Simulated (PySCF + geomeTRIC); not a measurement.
Calculation: PBE0-D3(BJ)/def2-TZVP run with PySCF + geomeTRIC. fastk is a local helper that only speeds up exchange builds. No frequencies were computed at this level.

```python
import json, numpy as np
from pyscf import gto, dft
from fastk import lowrank_exchange
atoms = """
C     -1.302535    -0.074714     0.314858
C      0.103054    -0.483393    -0.031707
Si     1.564026     0.367034     0.430408
H     -1.807615    -0.861749     0.879442
H     -1.890014     0.101898    -0.588822
H     -1.318221     0.833895     0.911670
H      0.170150    -1.388740    -0.622184
H      2.897049    -0.085640     0.060671
H      1.584116     1.591415     1.219675
"""
def scf(charge, spin, dm0=None):
    mol = gto.M(atom=atoms, basis='def2-tzvp', ecp={}, charge=charge, spin=spin, verbose=3, max_memory=3780)
    mf = dft.KS(mol, xc='pbe0').density_fit(auxbasis="def2-universal-jkfit")
    mf.disp = 'd3bj'
    mf.grids.level = 3
    mf.conv_tol = 1e-8
    mf.max_cycle = 60
    mf.kernel(dm0)
    if not mf.converged:
        mf = mf.newton().run(mf.mo_coeff, mf.mo_occ).undo_soscf()
    return mf
mf = scf(0, 0)
from pyscf.geomopt.geometric_solver import kernel as optimize
path = []
done, mol = optimize(mf, maxsteps=80, assert_convergence=False, callback=lambda env: path.append((env["energy"], bool(env["g_scanner"].converged))))
res = dict(converged=bool(done and path[-1][1]), energy=path[-1][0], path=[e for e, c in path], xyz=mol.atom_coords(unit="Angstrom").tolist(), nao=mol.nao)
json.dump(res, open("result.json", "w"))
```

Output:

```
converged SCF energy = -369.066707327426
Geometry optimization cycle 1
converged SCF energy = -369.066707328321
cycle 1: E = -369.066707328  dE = -369.067  norm(grad) = 0.0437148
Geometry optimization cycle 2
converged SCF energy = -369.068795429427
cycle 2: E = -369.068795429  dE = -0.0020881  norm(grad) = 0.00727611
Geometry optimization cycle 3
converged SCF energy = -369.068835318546
cycle 3: E = -369.068835319  dE = -3.98891e-05  norm(grad) = 0.00356273
Geometry optimization cycle 4
converged SCF energy = -369.068865767659
cycle 4: E = -369.068865768  dE = -3.04491e-05  norm(grad) = 0.000547254
Geometry optimization cycle 5
converged SCF energy = -369.068866739025
cycle 5: E = -369.068866739  dE = -9.71366e-07  norm(grad) = 8.95269e-05
Geometry optimization cycle 6
converged SCF energy = -369.06886684177
cycle 6: E = -369.068866842  dE = -1.02745e-07  norm(grad) = 4.8892e-05
<class 'geometric.internal.Distance'> : 8
<class 'geometric.internal.Angle'> : 10
<class 'geometric.internal.OutOfPlane'> : 2
<class 'geometric.internal.Dihedral'> : 10
<class 'geometric.internal.TranslationX'> : 1
<class 'geometric.internal.TranslationY'> : 1
<class 'geometric.internal.TranslationZ'> : 1
<class 'geometric.internal.RotationA'> : 1
<class 'geometric.internal.RotationB'> : 1
<class 'geometric.internal.RotationC'> : 1
Step    0 : Gradient = 1.457e-02/3.272e-02 (rms/max) Energy = -369.0667073283
Step    1 : Displace = 3.478e-02/6.058e-02 (rms/max) Trust = 1.000e-01 (=) Grad = 2.425e-03/4.956e-03 (rms/max) E (change) = -369.0687954294 (-2.088e-03) Quality = 0.994
Step    2 : Displace = 1.445e-02/2.040e-02 (rms/max) Trust = 1.414e-01 (+) Grad = 1.188e-03/2.373e-03 (rms/max) E (change) = -369.0688353185 (-3.989e-05) Quality = 0.556
Step    3 : Displace = 6.556e-03/1.015e-02 (rms/max) Trust = 1.414e-01 (=) Grad = 1.824e-04/3.005e-04 (rms/max) E (change) = -369.0688657677 (-3.045e-05) Quality = 1.060
Step    4 : Displace = 1.522e-03/3.016e-03 (rms/max) Trust = 2.000e-01 (+) Grad = 2.984e-05/4.524e-05 (rms/max) E (change) = -369.0688667390 (-9.714e-07) Quality = 0.983
Step    5 : Displace = 6.938e-04/1.070e-03 (rms/max) Trust = 2.828e-01 (+) Grad = 1.630e-05/2.451e-05 (rms/max) E (change) = -369.0688668418 (-1.027e-07) Quality = 1.360
Converged! =D
```

Cost: about 100 core-seconds (a rough figure).
